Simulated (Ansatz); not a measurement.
Cartesian coordinates in Å:
```
F 0.567 2.136 -0.433
C -0.092 1.254 -1.170
F 0.079 1.549 -2.450
F -1.386 1.329 -0.888
C 0.435 -0.184 -0.917
F 1.669 -0.255 -1.433
F -0.360 -1.030 -1.579
C 0.558 -0.662 0.562
F 1.529 0.035 1.161
F 0.919 -1.950 0.506
C -0.708 -0.572 1.457
F -0.987 0.693 1.739
F -0.471 -1.215 2.590
F -1.751 -1.126 0.857
```

The species carries charge 0 and has multiplicity 1.

Task: List the ωB97M-V/def2-TZVPP orbital energies in eV (Ansatz 0.2.0). (Best estimate.)

Result: Ansatz gave: Occupied: -679.63, -679.63, -679.62, -679.62, -679.55, -679.55, -679.54, -679.54, -679.50, -679.50, -289.51, -289.51, -287.98, -287.97, -40.90, -40.77, -39.92, -39.39, -38.40, -38.35, -38.26, -38.21, -38.03, -37.91, -26.61, -25.02, -23.51, -22.34, -21.52, -20.99, -20.86, -20.63, -20.46, -20.38, -19.83, -19.64, -19.21, -17.53, -17.32, -17.07, -17.04, -16.98, -16.89, -16.63, -16.43, -16.27, -16.16, -15.99, -15.65, -15.60, -15.54, -15.37, -15.32, -15.25, -15.20, -14.06, -13.05. Lowest empty: 2.93, 2.94, 4.22, 4.67, 5.18, 5.36, 6.01, 6.46.
